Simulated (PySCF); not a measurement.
A calculated (MN15, PySCF 2.14, 6-31G*, the non-relativistic Hamiltonian (point nucleus)) atom or ion has these occupied shells.

| shell | electrons | orbital energy (eV) | rms radius, mean of both spins (bohr) |
| --- | --- | --- | --- |
| 1s α | 1 | -590.51 | 0.232 |
| 1s β | 1 | -589.66 | 0.232 |
| 2s α | 1 | -83.534 | 1.08 |
| 2s β | 1 | -81.141 | 1.08 |
| 2p α | 1 | -69.983 | 1.02 |

(1) Name the element and its charge.

## Answers

(1) O³⁺ (oxygen, charge +3), in [He] 2s2 2p1, 2P determinant.
